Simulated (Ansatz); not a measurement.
Consider the formal exchange of groups at the Se–B bond: `ClB[SeH]` + `[SiH3]Cl` → `Cl[SiH2][SeH]` + `BCl`.

Isolated molecules relaxed with PBE0-D4/def2-TZVP in Ansatz; ΔE leaves out vibrations. CBS: MP2 limit from def2 TZ/QZ plus the TZ coupled-cluster correction, frozen cores. This one scheme is used for every species. Functionals use def2-TZVPP. For Se outer-core shells are correlated without core-valence functions, which leaves a few kJ/mol of doubt a bond. Scalar relativity is left out up to krypton. One conformer a species, not always the lowest.

(1) Is it downhill or uphill in electronic energy at CCSD(T)/CBS, and by how much? (Best estimate.)

(2) What do these levels give: revPBE-D4, BLYP-D4, ωB97M-V, revPBE, PBE0, RPA@PBE/def2-TZVPP, CCSD(T)/def2-SVP, MP2/def2-TZVPP, HF/def2-QZVPP, MP2/def2-QZVPP, SCS-MP2/def2-QZVPP, CCSD/CBS(def2)? (Best estimate.)

Largest T1 diagnostic among the species: 0.012.

## Answers

(1) The calculation gave: Uphill: ΔE = +18.7 kJ/mol.

(2) Ansatz gave: revPBE-D4 23.5, BLYP-D4 22.0, ωB97M-V 17.3, revPBE 24.3, PBE0 21.6, RPA@PBE/def2-TZVPP 24.6, CCSD(T)/def2-SVP 32.6, MP2/def2-TZVPP 22.1, HF/def2-QZVPP 10.1, MP2/def2-QZVPP 19.6, SCS-MP2/def2-QZVPP 18.4, CCSD/CBS(def2) 16.7 kJ/mol.

From PBE to PBE0 (25 % exact exchange), in def2-TZVPP and without D4, ΔE moves by −4.1 kJ/mol. At CCSD(T), def2-SVP lies +13.9 kJ/mol from the extrapolated value and def2-TZVPP +4.0 kJ/mol.
